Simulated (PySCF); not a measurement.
Mapped SMILES: `[H]/[N:1]=[CH:2]\[c:3]1[cH:4][cH:5][cH:6][n+:7]([AlH3-:8])[cH:9]1`. Each H is labelled by its parent atom.

Theoretical values (PySCF 2.14): PBE0-D3(BJ)/def2-SVP structure, σ from GIAO-HF/pcSseg-1. Averaged over atoms made equivalent by symmetry, fast rotation or ring inversion, non-relativistic Hamiltonian, gas phase, one computed conformer.

δ = σ(ref) − σ, references computed at the same level: 13C, 1H vs TMS; 15N against NH3; AlH4- for 27Al.

| atoms | nucleus | count | δ (ppm) |
| --- | --- | --- | --- |
| H(Al8) | 1H | 3 | 4.19 |
| H(C9) | 1H | 1 | ? |
| Al8 | 27Al | 1 | ? |
| H(C5) | 1H | 1 | 7.60 |
| N7 | 15N | 1 | 288.2 |
| C2 | 13C | 1 | 168.5 |
| H(N1) | 1H | 1 | 11.24 |
| C5 | 13C | 1 | ? |
| C4 | 13C | 1 | ? |
| H(C6) | 1H | 1 | 9.11 |
| C9 | 13C | 1 | 158.6 |
| H(C2) | 1H | 1 | 8.19 |
| N1 | 15N | 1 | 348.9 |
| C3 | 13C | 1 | 131.4 |
| C6 | 13C | 1 | 162.5 |
| H(C4) | 1H | 1 | ? |

Estimate the values marked ?.

Answers


- C4: 154.9 ppm, aromatic CH
- C5: 126.7 ppm, aromatic CH; the aromatic region
- H(C9): 9.80 ppm, hydrogen on an aromatic CH next to a ring nitrogen; ring current plus the neighbouring ring nitrogen
- H(C4): 8.29 ppm, hydrogen on an aromatic CH; aromatic region
- Al8: 56.8 ppm, aluminium bonded to N, 3 H

OH and NH positions are those of a molecule without intermolecular hydrogen bonds; in solution they move with solvent, concentration and temperature, and exchange usually removes their couplings. Hydrides on Al or Ga are broadened by the quadrupolar metal nucleus. Shifts are as computed. Against solution values, carbons near 30 ppm lie about -0 ppm off and those near 130 ppm about +7 ppm. Of 1309 compounds with measured shifts, 239 miss one by over three times the rms of a fit or turn the order of signals round; such compounds aren't used in these exercises. Experimental scales use liquid or dissolved standards, which lie at an offset from isolated NH3 (liquid NH3: subtract about 20 ppm). Unscaled 15N shifts of sp2 nitrogen come out 20 to 40 ppm too high even then.
